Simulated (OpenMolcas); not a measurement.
**Mn3+: moving or changing the point charges**

Mn3+ among 4 point charges of -2 e arranged as a tetrahedron (Td), 2.09 Å from the ion.
```
   1.2067    1.2067    1.2067  -2.00
   1.2067   -1.2067   -1.2067  -2.00
  -1.2067    1.2067   -1.2067  -2.00
  -1.2067   -1.2067    1.2067  -2.00
```

```json
{
  "Program": "OpenMolcas 26.06",
  "Method": "CASSCF",
  "Basis": "ANO-RCC-VDZP [5s4p2d1f]",
  "Scalar Hamiltonian": "DKH2, point nucleus",
  "Active space": "4 electrons in 5 orbitals (3d)",
  "State averaging": "2S+1 = 5 even, 5 roots; 2S+1 = 3 even, 45 roots; 2S+1 = 1 even, 50 roots",
  "Spin-orbit coupling": "RASSI with atomic mean-field integrals over the reference wave functions"
}
```

Runs around this geometry, states (labels of Td). Energies in cm-1 above the lowest state or level, χT in cm3 K/mol; under a threefold ground state the first gap can be a small split of the lowest multiplet, not the spin-orbit step.

| R (Å) | q (e) | Ground state | First state of that spin | First gap with spin-orbit (degeneracies) | χT at 300 K | First state of another spin |
| --- | --- | --- | --- | --- | --- | --- |
| 2.09 | -1.6 | 5T2 | 5E 945.8 | 76.4 (1, 3) | 1.971 | 3T1 23058 |
| 1.96 | -2 | 5T2 | 5E 1539 | 59.9 (1, 3) | 2.120 | 3T1 22699 |
| 2.09 | -2 | 5T2 | 5E 1151 | 69.9 (1, 3) | 2.033 | 3T1 22943 |
| 2.21 | -2 | 5T2 | 5E 889.8 | 78.3 (1, 3) | 1.953 | 3T1 23085 |

Taking the first state of the same spin as R^-n, n = -ln(889.8 / 1539) / ln(2.21 / 1.96) = 4.6 between the shortest and longest distance.

Scaling the charges by -1.6 / -2 = 0.80 scales the first state of the same spin by 945.8 / 1151 = 0.82; with fixed orbitals a first-order splitting would follow the charge.

An orbital triplet at a regular site is open to Jahn-Teller coupling, which can distort the site and quench the lowest spin-orbit gaps and is left out. Without dynamic correlation the repulsion within the d shell is too large (B by tens of per cent), so at a given field states of lower spin stand too high. The ground term spreads over less than 5000 cm-1, several times less than with real ligands, so orbital moments are less quenched and χT lies further from the spin-only value than at real sites. This is an electrostatic model: the charges have no orbitals. No measured value stands beside these numbers.
